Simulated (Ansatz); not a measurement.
C2H8OSi2 (`O/C=C/[SiH2][SiH3]`). Charge 0, multiplicity 1. All single points use the PBE0-D4/def2-TZVP geometry. It is one conformer, not always the lowest.

```xyz
13

O    -0.157   -3.099   -0.790
C    -0.431   -1.957   -0.121
C     0.477   -1.002    0.073
Si    0.066    0.566    0.953
Si    0.297    2.422   -0.458
H    -0.936   -3.659   -0.812
H    -1.449   -1.866    0.254
H     1.473   -1.167   -0.333
H    -1.345    0.483    1.430
H     0.945    0.775    2.141
H     1.673    2.471   -1.026
H    -0.668    2.340   -1.588
H     0.054    3.695    0.277
```

Question: What is the dipole moment at ωB97M-V/def2-TZVPP? (Best estimate.)

Answer: The calculation gave: 2.47 D, with components (-1.67, -1.82, -0.05) D in this frame, pointing from negative to positive charge.

Question: And with PBE, r2SCAN, B3LYP? (Best estimate.)

Answer: Computed: PBE 2.53 D, r2SCAN 2.54 D, B3LYP 2.45 D.

Question: Give the Mulliken charges with ωB97M-V, r2SCAN, B3LYP in def2-TZVPP. (Best estimate.)

Answer: Ansatz gave: 
| atom | ωB97M-V | r2SCAN | B3LYP |
| --- | --- | --- | --- |
| O1 | -0.25 | -0.28 | -0.26 |
| C2 | 0.09 | 0.13 | 0.08 |
| C3 | -0.28 | -0.27 | -0.24 |
| Si4 | 0.17 | 0.27 | 0.25 |
| Si5 | 0.05 | 0.17 | 0.16 |
| H6 | 0.19 | 0.21 | 0.20 |
| H7 | 0.08 | 0.07 | 0.08 |
| H8 | 0.09 | 0.07 | 0.09 |
| H9 | -0.04 | -0.09 | -0.09 |
| H10 | -0.03 | -0.08 | -0.08 |
| H11 | -0.02 | -0.07 | -0.06 |
| H12 | -0.03 | -0.07 | -0.06 |
| H13 | -0.03 | -0.07 | -0.06 |

B3LYP here is the variant with VWN-RPA as its local correlation; programs differ in this.
